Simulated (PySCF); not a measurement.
C$_{2}$H$_{9}$N$_{2}$, charge +1, singlet, geometry from GFN2-xTB; MP2/STO-3G in PySCF.

Input for PySCF:
```python
from pyscf import gto, scf, mp

mol = gto.Mole()
mol.atom = '''
    N     1.80377605    0.40669877    0.41079244
    C     0.55525961    0.53578980   -0.30341136
    C    -0.37188673   -0.57391230    0.21204955
    N    -1.78540787   -0.35062301   -0.21229831
    H     2.34747377   -0.38485303    0.08846894
    H     2.37583945    1.23615333    0.32453696
    H     0.12800891    1.51067895   -0.04940094
    H     0.64176341    0.47195667   -1.40161486
    H    -0.03979645   -1.54436968   -0.15816924
    H    -0.31610495   -0.58094099    1.30137567
    H    -2.39829861   -1.09756326    0.13845438
    H    -2.11999881    0.55092376    0.15401811
    H    -1.84770119   -0.32578111   -1.23895708
'''
mol.basis = 'sto-3g'
mol.charge = 1
mol.verbose = 4
mol.build()

mf = scf.RHF(mol)
mf.kernel()

pt = mp.MP2(mf, frozen=4)
pt.kernel()
print('E(MP2) = %.10f' % pt.e_tot)
```

Question: What does PySCF print? Leave out banner, timings and long lists.

Answer: 
```
PySCF version 2.14.0

[INPUT] verbose = 4
[INPUT] num. atoms = 13
[INPUT] num. electrons = 34
[INPUT] charge = 1
[INPUT] spin (= nelec alpha-beta = 2S) = 0
[INPUT] symmetry False subgroup None
[INPUT] Mole.unit = angstrom
[INPUT] Symbol           X                Y                Z      unit          X                Y                Z       unit  Magmom
[INPUT]  1 N      1.803776050000   0.406698770000   0.410792440000 AA    3.408642724550   0.768549290497   0.776285205642 Bohr   0.0
[INPUT]  2 C      0.555259610000   0.535789800000  -0.303411360000 AA    1.049288590933   1.012495982335  -0.573364373482 Bohr   0.0
[INPUT]  3 C     -0.371886730000  -0.573912300000   0.212049550000 AA   -0.702764069060  -1.084537066519   0.400715574337 Bohr   0.0
[INPUT]  4 N     -1.785407870000  -0.350623010000  -0.212298310000 AA   -3.373931894943  -0.662581461871  -0.401185662608 Bohr   0.0
[INPUT]  5 H      2.347473770000  -0.384853030000   0.088468940000 AA    4.436082509900  -0.727266824909   0.167182067131 Bohr   0.0
[INPUT]  6 H      2.375839450000   1.236153330000   0.324536960000 AA    4.489685876437   2.335991241669   0.613285971699 Bohr   0.0
[INPUT]  7 H      0.128008910000   1.510678950000  -0.049400940000 AA    0.241901781404   2.854769477646  -0.093354246896 Bohr   0.0
[INPUT]  8 H      0.641763410000   0.471956670000  -1.401614860000 AA    1.212757081667   0.891868848962  -2.648668217521 Bohr   0.0
[INPUT]  9 H     -0.039796450000  -1.544369680000  -0.158169240000 AA   -0.075204391230  -2.918435730282  -0.298896544931 Bohr   0.0
[INPUT] 10 H     -0.316104950000  -0.580940990000   1.301375670000 AA   -0.597351782119  -1.097819365634   2.459243601472 Bohr   0.0
[INPUT] 11 H     -2.398298610000  -1.097563260000   0.138454380000 AA   -4.532127537825  -2.074093965785   0.261640858946 Bohr   0.0
[INPUT] 12 H     -2.119998810000   0.550923760000   0.154018110000 AA   -4.006217135304   1.041095021916   0.291052046123 Bohr   0.0
[INPUT] 13 H     -1.847701190000  -0.325781110000  -1.238957080000 AA   -3.491649209133  -0.615637074457  -2.341289561291 Bohr   0.0

nuclear repulsion = 140.523458710028
number of shells = 21
number of NR pGTOs = 87
number of NR cGTOs = 29
basis = sto-3g
ecp = {}

******** <class 'pyscf.scf.hf.RHF'> ********
method = RHF
initial guess = minao
damping factor = 0
level_shift factor = 0
DIIS = <class 'pyscf.scf.diis.CDIIS'>
diis_start_cycle = 1
diis_space = 8
diis_damp = 0
SCF conv_tol = 1e-09
SCF conv_tol_grad = None
SCF max_cycles = 50
direct_scf = True
direct_scf_tol = 1e-13
Set gradient conv threshold to 3.16228e-05
Initial guess from minao.
init E= -188.215109104479
  HOMO = -0.219050774467352  LUMO = 0.384458059455169  gap/eV = 16.42231
cycle= 1 E= -187.298926233843  delta_E= 0.916  |g|= 0.382  |ddm|= 4.07
  HOMO = -0.409929081523379  LUMO = 0.205117180083355  gap/eV = 16.73626
cycle= 2 E= -187.348043189099  delta_E= -0.0491  |g|= 0.103  |ddm|= 0.621
  HOMO = -0.476263833620052  LUMO = 0.260752812023008  gap/eV = 20.05524
cycle= 3 E= -187.351629896625  delta_E= -0.00359  |g|= 0.025  |ddm|= 0.15
  HOMO = -0.480160052603946  LUMO = 0.261352106642862  gap/eV = 20.17757
cycle= 4 E= -187.351986833645  delta_E= -0.000357  |g|= 0.00423  |ddm|= 0.0614
  HOMO = -0.479733370475831  LUMO = 0.262245461028832  gap/eV = 20.19027
cycle= 5 E= -187.351996537545  delta_E= -9.7e-06  |g|= 0.00118  |ddm|= 0.00928
  HOMO = -0.480263741008738  LUMO = 0.26234969503478  gap/eV = 20.20754
cycle= 6 E= -187.351997421901  delta_E= -8.84e-07  |g|= 0.000133  |ddm|= 0.00346
  HOMO = -0.48029461564173  LUMO = 0.262376044321369  gap/eV = 20.20910
cycle= 7 E= -187.351997432196  delta_E= -1.03e-08  |g|= 1.8e-05  |ddm|= 0.000386
  HOMO = -0.480288601303565  LUMO = 0.262376101158648  gap/eV = 20.20894
cycle= 8 E= -187.351997432379  delta_E= -1.82e-10  |g|= 3.98e-06  |ddm|= 4.79e-05
  HOMO = -0.480289700603143  LUMO = 0.262375741317902  gap/eV = 20.20896
Extra cycle  E= -187.351997432388  delta_E= -9.55e-12  |g|= 1.39e-06  |ddm|= 8.83e-06
converged SCF energy = -187.351997432388

******** <class 'pyscf.mp.mp2.RMP2'> ********
nocc = 13, nmo = 25
frozen orbitals 4
E(RMP2) = -187.55625698709  E_corr = -0.204259554701285
E(SCS-RMP2) = -187.577610545424  E_corr = -0.225613113036085
E_corr(same-spin) = -0.0224980991601421
E_corr(oppo-spin) = -0.181761455541143
E(MP2) = -187.5562569871
```
